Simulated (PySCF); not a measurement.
Input of a run (PBE0-D3(BJ)/def2-SVP geometry optimisation, gas phase (PySCF 2.14.0)), started from GFN2-xTB:
```
{"job": {"xc": "PBE0", "basis": "def2-SVP", "d3": "d3bj", "grid": 1, "shake": 0.01, "kind": "geom"}, "charge": 0, "multiplicity": 1}
B     -2.681310     0.208240    -0.202350
P     -1.499230    -0.511120    -1.365330
Si     0.365380    -0.885820    -0.260180
O      0.977210     0.625660    -0.096400
C      2.125230     1.045190     0.496800
H     -3.786450    -0.196800    -0.110100
H     -2.405630     1.231810     0.329200
H     -1.901730    -1.806860    -1.503850
H      1.260390    -1.711030    -1.064470
H      0.260700    -1.545070     1.070110
H      2.117550     0.815740     1.582950
H      2.999640     0.571690     0.054500
H      2.174050     2.141480     0.365550
```

Output (energies in Eh, forces in Eh/bohr):
```
step   0  E = -773.11875755  max force = 0.027038
step   1  E = -773.12634888  max force = 0.005698
step   2  E = -773.12674332  max force = 0.002697
step   3  E = -773.12682025  max force = 0.001549
step   4  E = -773.12686391  max force = 0.001173
step   5  E = -773.12688726  max force = 0.000941
step   6  E = -773.12690790  max force = 0.000839
step   7  E = -773.12692979  max force = 0.000779
step   8  E = -773.12695447  max force = 0.001228
step   9  E = -773.12697750  max force = 0.001392
step  10  E = -773.12699171  max force = 0.000879
step  11  E = -773.12699241  max force = 0.000344
optimisation converged
```

Q: Summarise the run.

A: The energy falls by 21.6 kJ/mol over 12 energy and gradient evaluations, the largest force component goes from 0.0270 to 3.4e-04 Eh/bohr, and the atoms move by 0.168 Å rms after alignment. The bond that changes most is P2–H8 (three-coordinate phosphorus to P–H hydrogen), which lengthens by 0.056 Å. Bonds longer at the end by more than 0.005 Å: 10 of 12; shorter: 0. Among the angles that change most is Si3–P2–H8, from 98.0° to 103.3°. Among the dihedrals that turn most is H9–Si3–O4–C5, from -63° to -82°. The energy never rose by more than 1e-6 Eh on the way. The first step brought 92 % of the lowering.

Q: What are the final bond lengths?

A: B1–P2 1.853 Å, P2–Si3 2.234 Å, Si3–O4 1.658 Å, O4–C5 1.401 Å, B1–H6 1.206 Å, B1–H7 1.207 Å, P2–H8 1.420 Å, Si3–H9 1.496 Å, Si3–H10 1.498 Å, C5–H11 1.106 Å, C5–H12 1.105 Å, C5–H13 1.100 Å. Numbering counts from 1 in the input's order; the species is `BP[SiH2]OC`.

The run used 118 basis functions and 77 SCF cycles in all. On an Arm Neoverse V2 with one thread, shared host with 96 logical CPUs at a one-minute load of 11, this took 46 s and 0.56 GiB of memory at its peak.

Stationary, but not proved a minimum. The numbers are those of one conformer.
